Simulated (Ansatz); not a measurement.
CH$_{6}$GaN (`[CH3][GaH][NH2]`) at its PBE0-D4/def2-TZVP geometry, where that method's forces vanish. Charge 0, multiplicity 1.

| atom | x (Å) | y (Å) | z (Å) |
| --- | --- | --- | --- |
| C1 | 0.2051 | 1.1329 | 0.9539 |
| Ga2 | -0.6861 | -0.2870 | -0.0655 |
| N3 | 0.3160 | -1.2707 | -1.2215 |
| H4 | 0.1049 | 0.9530 | 2.0270 |
| H5 | -0.2567 | 2.1009 | 0.7448 |
| H6 | 1.2671 | 1.1971 | 0.7121 |
| H7 | -2.2020 | -0.6736 | 0.0112 |
| H8 | -0.0491 | -2.0178 | -1.7871 |
| H9 | 1.3008 | -1.1349 | -1.3748 |

Problem. For each bond, give half the difference of the two atoms' forces along it (eV/Å; positive pushes the atoms apart) under PBE-D4, r2SCAN-D4, B3LYP-D4, ωB97M-V in def2-TZVPP. (Estimate.)

Solution. The calculation gave: 
```tsv
bond	length (Å)	PBE-D4	r2SCAN-D4	B3LYP-D4	ωB97M-V
C1–Ga2	1.962	-0.04	-0.01	0.15	0.04
C1–H4	1.093	0.11	0.00	-0.06	-0.05
C1–H5	1.093	0.11	0.00	-0.06	-0.05
C1–H6	1.091	0.10	-0.01	-0.07	-0.04
Ga2–N3	1.819	0.07	-0.01	0.17	0.07
Ga2–H7	1.566	-0.05	-0.12	-0.13	-0.13
N3–H8	1.006	0.20	0.04	-0.04	-0.03
N3–H9	1.006	0.21	0.04	-0.03	-0.03
```

B3LYP here is the variant with VWN-RPA as its local correlation; programs differ in this.

Computed with Ansatz.
